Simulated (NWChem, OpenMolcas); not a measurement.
# How basis sets differ on GeSiH5Cl (SMILES [SiH3][GeH2][Cl])

GeSiH5Cl: 8 atoms, total charge 0, spin state singlet. As SMILES, `[SiH3][GeH2][Cl]`. Geometry: relaxed at PBE0-D4/def2-TZVP.

Quantity: the dipole moment, in D. The values are calculated.

```json
{"level": "HF/ANO-RCC-MB (DKH2)", "kind": "Hartree–Fock", "program": "OpenMolcas", "value (D)": "2.87", "CPU time": "6 s"}
{"level": "HF/STO-3G", "kind": "Hartree–Fock", "program": "NWChem", "value (D)": "3.45", "CPU time": "3.7 s"}
{"level": "HF/3-21G", "kind": "Hartree–Fock", "program": "NWChem", "value (D)": "3.46", "CPU time": "4.5 s"}
{"level": "HF/def2-SVP", "kind": "Hartree–Fock", "program": "OpenMolcas", "value (D)": "2.34", "CPU time": "12 s"}
```

All-electron rows without a relativistic Hamiltonian named are non-relativistic. The values span 2.34 to 3.46 D. Magnitudes only. Sets without polarisation functions give poor dipoles. Times are those of the runs behind each value, whatever else they computed, on shared processors of several kinds: orders of magnitude only.
